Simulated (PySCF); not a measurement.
Levels of Ir⁵⁸⁺ from EOM-EA-GCCSD

Reference: closed-shell Ir⁵⁹⁺, [Ar]; one electron is added. Calculated with PySCF 2.14, two-component X2C-1e with screened spin-orbit coupling, an even-tempered Gaussian basis (17 s from 6.3 bohr⁻², ratio 2.6; 14 p from 8.2 bohr⁻², ratio 2.6; 5 d from 8.4 bohr⁻², ratio 2.8; 3 f from 130 bohr⁻², ratio 2.8); frozen [Ne]; the 60 highest virtual spinors dropped; of the others 54 kept and the rest restored at second order. No Breit or QED terms. Binding energies in eV.

```csv
level,Koopmans
3d3/2,5903.8
3d5/2,5812.6
```

(1) How does correlation move these levels?

For comparison, the ionisation energy of Ir⁵⁸⁺ is 5910 ± 6 eV (theoretical estimate listed by NIST; NIST Atomic Spectra Database, ionization energies).

Only part of the computed levels is shown.

Results:

(1) 3d3/2: second order 5905.1, EOM-CCSD 5904.9; 3d5/2: second order 5813.6, EOM-CCSD 5813.4.
